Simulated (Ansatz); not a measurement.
`O=CC(F)(F)Cl` + `C=CN[SiH3]` → `C=CN([SiH3])C=O` + `FC(F)Cl`  (substitution at a C–C bond)

Isolated molecules relaxed with PBE0-D4/def2-TZVP in Ansatz; ΔE leaves out vibrations. CCSD(T)/CBS adds triple-zeta CCSD(T) − MP2 to the extrapolated MP2 energy (def2 sets, frozen cores). This one scheme is used for every species. DFT in def2-TZVPP. One conformer a species, not always the lowest.

Task: Is it downhill or uphill in electronic energy at CCSD(T)/CBS, and by how much? (An estimate is asked.)

Result: The calculation gave: Downhill: ΔE = -69.8 kJ/mol.

Task: What do these levels give: PBE-D4, PBE0-D4, ωB97X-V, ωB97M-V, PBE, r2SCAN, PBE0, CCSD/def2-TZVPP, CCSD(T)/def2-TZVPP, HF/def2-QZVPP, MP2/def2-QZVPP, SCS-MP2/def2-QZVPP? (An estimate is asked.)

Result: Ansatz gave: PBE-D4 -74.8, PBE0-D4 -74.8, ωB97X-V -69.6, ωB97M-V -67.7, PBE -71.6, r2SCAN -72.2, PBE0 -72.0, CCSD/def2-TZVPP -68.0, CCSD(T)/def2-TZVPP -70.5, HF/def2-QZVPP -65.0, MP2/def2-QZVPP -74.1, SCS-MP2/def2-QZVPP -69.3 kJ/mol.

Largest T1 diagnostic among the species: 0.015.

The D4 term adds −5.0 kJ/mol with B3LYP and −2.8 kJ/mol with PBE0; it sums over pairs of atoms, weighted by their polarisabilities, and B3LYP, whose exchange is more repulsive, gets the larger term. In def2-TZVPP, CCSD(T) changes the Hartree–Fock value by −5.2 kJ/mol (the triples alone add −2.5 kJ/mol) and MP2 by −9.3 kJ/mol.

B3LYP here is the variant with VWN-RPA as its local correlation; programs differ in this.
